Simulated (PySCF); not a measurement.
F₂Si, SMILES F[Si]F (connectivity only; charge and spin as stated), charge +1, multiplicity 2.

Geometry optimised at r2SCAN-D4/def2-TZVP. The isomer is the one that the SMILES or the coordinates give; other isomers of the formula were not compared.

Calculation: SMD-ωB97X/def2-SVP run with PySCF.

Solvation free energies are E(SMD) − E(gas) at the gas-phase geometry, for 1 M in both phases.

Task: Rank water, dichloromethane, chloroform by solvation free energy, most negative first.

Result: water (-66.3 kcal/mol), dichloromethane (-61.2 kcal/mol), chloroform (-54.3 kcal/mol)
